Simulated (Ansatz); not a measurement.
A structure relaxed at PBE0-D4/def2-SVP in Ansatz, charge 0, singlet:

Cartesian coordinates in Å:
```
Al 1.340 0.996 1.070
F 0.950 2.520 1.547
F 2.751 0.222 1.406
F 1.024 0.855 -0.687
Al 0.021 0.124 -1.979
F -0.877 1.314 -2.674
F 0.938 -0.976 -2.787
F -1.013 -0.754 -0.810
Al -1.361 -1.119 0.909
F -0.977 -2.693 1.192
F -2.780 -0.395 1.315
F -0.016 -0.094 1.497
```

Question: Give its formula, name or SMILES and point group.

Answer: (F2Al-mu-F)3 (Al3F9). Point group D3h (tolerance 0.1 Å).

Question: Summarise the bond lengths by kind (pairs closer than 1.2 times the sum of covalent radii, bridged metal pairs left out).

Answer: 12 × Al–F 1.64 to 1.79 Å.
